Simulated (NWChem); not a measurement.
Species: C$_{3}$H$_{2}$F$_{2}$; SMILES FC=C=CF

```xyz
7

F     -2.2034    -0.1769     0.4301
C     -1.2557     0.3642    -0.3291
C      0.0000     0.0000    -0.2895
C      1.2557    -0.3642    -0.3291
F      2.2034     0.1769     0.4301
H     -1.6442     1.1491    -0.9884
H      1.6442    -1.1491    -0.9884
```
Atoms are numbered in this order, from 1.

Coordinates come from a PBE0/def2-SVP optimisation.

Task: Give the principal values of the shielding tensors (ppm) of F1, C2, C3 from B3LYP/6-311G** (spherical d), GIAO (NWChem), with their diamagnetic and paramagnetic parts as GIAO splits them.

Result: 
```
atom    σ11    σ22    σ33  isotropic  diamagnetic  paramagnetic
----  -----  -----  -----  ---------  -----------  ------------
F1    220.7  262.6  403.3      295.5        475.1        -179.6
C2    -24.1   68.6   93.1       45.9        251.9        -206.0
C3    -43.9    4.8   24.1       -5.0        266.6        -271.6
```
